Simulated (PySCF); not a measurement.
Species: C3H8BNSi.
Bonds: C1–C2, C2–C3 (triple), C3–B4, B4–Si5, Si5–N6. Hydrogens: H7, H8, H9 on C1; H10 on B4; H11, H12 on Si5; H13, H14 on N6.

Theory: PySCF, PBE0-D3(BJ)/def2-SVP geometry optimisation, gas phase.

(1) What internal coordinates does the optimisation give?

Answers

(1) 
| bond | length (Å) |
| --- | --- |
| C1–C2 | 1.447 |
| C2≡C3 | 1.226 |
| C3–B4 | 1.497 |
| B4–Si5 | 2.016 |
| Si5–N6 | 1.740 |
| C1–H7, C1–H8, C1–H9 | 1.102 |
| B4–H10 | 1.213 |
| Si5–H11 | 1.514 |
| Si5–H12 | 1.498 |
| N6–H13, N6–H14 | 1.014 |

Bonds in one row agree within 0.01 Å and their mean is given. A selection of angles:
| angle | degrees |
| --- | --- |
| C2–C1–H7 | 110.4 |
| C2–C1–H9 | 112.3 |
| H7–C1–H8 | 107.0 |
| C1–C2–C3 | 179.2 |
| C2–C3–B4 | 178.0 |
| C3–B4–Si5 | 121.0 |
| C3–B4–H10 | 119.0 |
| Si5–B4–H10 | 119.9 |
| B4–Si5–N6 | 109.6 |
| B4–Si5–H11 | 105.9 |
| B4–Si5–H12 | 113.1 |
| N6–Si5–H11 | 115.5 |
| N6–Si5–H12 | 107.7 |
| H11–Si5–H12 | 105.1 |
| Si5–N6–H13 | 118.0 |
| Si5–N6–H14 | 119.8 |
| H13–N6–H14 | 110.3 |

Dihedral angles: C3–B4–Si5–N6 159° (antiperiplanar). The mirror-image conformer, all signs reversed, is as good.

Si5 (SiH2 silicon) is distorted tetrahedral (angles from 105.1° to 115.5°). B4 (three-coordinate boron) is planar (angles 121.0°, 119.9° and 119.0°, sum 359.9°, 0.02 Å off the plane of its three neighbours). The C–C distances run from 1.226 Å (C2≡C3, drawn triple) to 1.447 Å (C1–C2, drawn single), a spread of 0.221 Å. N6 (silicon-bound nitrogen) has angles 119.8°, 118.0° and 110.3°, sum 348.1°, 0.24 Å off the plane of its three neighbours.

Point group: C1 (no symmetry element, even within 0.4 Å). Stationary, but not proved a minimum. The numbers are those of one conformer (C3–B4–Si5–N6 159°, B4–Si5–N6–H 43° and -178°).
